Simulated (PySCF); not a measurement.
Structure with atom numbers: `[O:1]=[C:2]([OH:3])[c:4]1[cH:5][cH:6][cH:7][cH:8][c:9]1[F:10]`; H(Xn) means a hydrogen on atom n.

GIAO PBE0/pcSseg-1 shifts (PySCF, gas phase, non-relativistic, equivalent atoms averaged), each against references optimised in the same way as the molecule (H2O, TMS, CFCl3).

On the GFN2-xTB geometry: O1 417.0, O3 209.4, C9 173.6, C2 169.6, C7 141.5, C5 141.4, C6 128.8, C8 123.0, C4 121.0, F10 -103.9, H(C5) 8.68, H(C7) 7.84, H(C6) 7.53, H(C8) 7.44, H(O3) 6.67 ppm.

What changes on the PBE0-D3(BJ)/def2-SVP geometry?

Answers


| atoms | δ (ppm) | change |
| --- | --- | --- |
| O1 | 411.7 | -5.3 |
| O3 | 211.7 | +2.3 |
| C9 | 170.7 | -2.9 |
| C2 | 167.8 | -1.8 |
| C7 | 141.3 | -0.2 |
| C5 | 141.8 | +0.4 |
| C6 | 128.2 | -0.6 |
| C8 | 122.0 | -1.0 |
| C4 | 119.5 | -1.5 |
| F10 | -99.8 | +4.1 |
| H(C5) | 8.52 | -0.16 |
| H(C7) | 7.63 | -0.21 |
| H(C6) | 7.35 | -0.18 |
| H(C8) | 7.21 | -0.23 |
| H(O3) | 6.20 | -0.47 |

Unscaled 19F shifts against computed CFCl3 carry errors that often reach 10 to 50 ppm.

Bonds between heavy atoms that differ most (equivalent bonds averaged): C9–F10 1.341 → 1.324 Å, C6–C7 1.387 → 1.396 Å, C5–C6 1.380 → 1.388 Å, C7–C8 1.383 → 1.390 Å, C9–C4 1.394 → 1.401 Å. Mean change of bonds to hydrogen: O–H +0.000 Å, C–H +0.013 Å.
